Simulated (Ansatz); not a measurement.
Species: H$_{4}$O$_{4}$Sn, SMILES `[OH][Sn]([OH])([OH])[OH]` (charge 0, multiplicity 1).

Give a relaxed geometry from B3LYP-D3(BJ)/def2-SVP (Ansatz, an electronic-structure program).

Several could match; the one computed here: the end point of this relaxation, one of several conformers (outside a Z-matrix the atoms follow the SMILES, hydrogens last).
Z-matrix (Å, degrees):
```
Sn
O 1 1.9775
H 2 0.9690 1 110.75
O 1 1.9775 2 106.23 3 -30.17
H 4 0.9689 1 110.75 2 154.47
O 1 1.9775 2 116.18 3 87.70
H 6 0.9690 1 110.75 2 87.69
O 1 1.9775 2 106.21 3 -154.44
H 8 0.9690 1 110.76 2 30.18
```
